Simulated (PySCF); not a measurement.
# Functional benchmark on one molecule

Molecule: SMILES F[Si](F)(F)F, F4Si.

Atoms are numbered as in `[F:1][Si:2]([F:3])([F:4])[F:5]`.

Geometry PBE0-D3(BJ)/def2-SVP throughout; GIAO in PySCF 2.14, gas phase, one conformer, non-relativistic; equivalent atoms averaged; basis pcSseg-2.

Reference values (measured; University of Colorado NMR facility, 19F NMR Reference Standards): δ(F1/F3/F4/F5) = -163.3 ppm vs CFCl3. Computed shifts are taken against CFCl3, calculated as an isolated molecule at each level.

**Question.** How do the functionals HF, LDA, PBE, BLYP, BP86, OPBE, KT2, KT3, B97-D, B3LYP, PBE0, mPW1PW91, WP04, B97-2, BHandHLYP, CAM-B3LYP, wB97X-D, LC-wPBE perform against the reference? Times are CPU seconds on shared hosts with different chips, so compare them loosely; the GGAs took longer than the global hybrids here, which isn't the general rule, and the cause wasn't traced.

**Answer.** 
```tsv
functional	kind	F1/F3/F4/F5	abs. error F	core-s
HF	Hartree–Fock	-128.0	35.3	4.4
LDA	LDA	-183.2	19.9	8.9
PBE	GGA	-187.1	23.8	11
BLYP	GGA	-189.1	25.8	11
BP86	GGA	-186.4	23.1	11
OPBE	GGA	-183.2	19.9	12
KT2	GGA	-192.6	29.3	12
KT3	GGA	-191.2	27.9	12
B97-D	GGA	-185.9	22.6	12
B3LYP	global hybrid	-171.7	8.4	8.9
PBE0	global hybrid	-166.6	3.3	8.8
mPW1PW91	global hybrid	-165.7	2.4	8.8
WP04	global hybrid	-174.5	11.2	9
B97-2	global hybrid	-169.2	5.9	8.9
BHandHLYP	global hybrid	-152.0	11.3	8.7
CAM-B3LYP	range-separated hybrid	-157.3	6.0	12
wB97X-D	range-separated hybrid	-159.1	4.2	22
LC-wPBE	range-separated hybrid	-142.0	21.3	16
```

For ¹⁹F the closest is mPW1PW91 (2.4 ppm) and the furthest HF (35.3 ppm). One molecule is a small sample, and vibrational and solvent effects are absent from the calculation.
